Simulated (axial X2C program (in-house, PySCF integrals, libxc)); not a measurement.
**Which molecule has these constants?**

Calculated with an axial X2C code built on PySCF integrals, spin-free (one-electron X2C) or two-component (2c: spin–orbit coupling with atomic mean-field Coulomb and Gaunt terms, which also bring small scalar terms), in Dyall basis sets with cores contracted in-house; open shells are unrestricted.

A two-component PBE0 calculation in a Dyall 3-zeta basis gave Re = 2.586 Å, ωe = 286.3 cm⁻¹, De = 3.76 eV, dipole magnitude 4.01 D, Ω = 1/2.

Which molecule is it?
A. CaCu
B. CaBr
C. CaCr
D. CaSc
E. CaGe

B. The others have CaCu 2.694 Å and 190.1 cm⁻¹ (Ω = 1/2); CaGe 2.813 Å and 214.6 cm⁻¹ (Ω = 1); CaCr 3.174 Å and 129.6 cm⁻¹ (Ω = 3); CaSc 3.025 Å and 196.4 cm⁻¹ (Ω = 1/2).

Each entry is the lowest single determinant of a limited PBE0 search at one distance. De goes to single-determinant-based atoms at the same level (for ions the charge split of lowest energy) and is withheld (n/a) where an atom does not fit its ground term or J level. Main or longest-lived isotopes. One determinant is a doubtful description, or other states lie close, for CaGe, CaCr, CaSc; these need not be ground states, and all values refer to the states named. Some open-shell Ω = 0 determinants are out of reach, so the Ω given for CaGe, CaCr need not be the lowest component. With several unpaired electrons the Ω given is that of one determinant, not necessarily of the lowest component. Some light 2c atoms are not at their ground J level, so De misses part of their lowering (0.04 eV or less). The functionals have no current term, which raises determinants with orbital currents.
